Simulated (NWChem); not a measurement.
# BNH₃ cation

```xyz
5

B      0.0000     0.0000    -0.7891
N      0.0000     0.0000     0.5312
H      0.0000     0.0000    -1.9619
H      0.0000     0.8564     1.0947
H      0.0000    -0.8564     1.0947
```
Atoms are numbered in this order, from 1.

All runs: NWChem. Pople sets run with spherical d functions. Structure relaxed at the B3LYP/6-31G* (spherical d) level. Hybrids' shares of exact exchange are those that their runs print; pure functionals count as 0. The functionals differ in more than this share.

| row | share of exact exchange | orbital gap (eV) |
|---|---|---|
| PBE/6-31G* | 0.00 | 5.47 |
| B97-D/6-31G* | 0.00 | 5.64 |
| B3LYP/6-31G* | 0.20 | 7.49 |
| PW6B95/6-31G* | 0.28 | withheld |
| MPW1K/6-31G* | 0.43 | 9.92 |

Question: Fit a straight line of the last column on the one before it, predict the withheld value, and compare with the run.

Answer: 
1. Means of the 4 shown rows: x = 0.158, y = 7.130. Slope Σ(x − x̄)(y − ȳ)/Σ(x − x̄)² = 1.272/0.1257 = 10.12; intercept 5.536.
2. The shown rows scatter about the line by 0.073 (root mean square); the largest residual is +0.10, at B97-D/6-31G*.
3. At x = 0.28 (PW6B95/6-31G*; inside the shown range) the line gives 8.37.
4. The run gives 8.16, -0.21 from the line, 2.9 times the scatter.
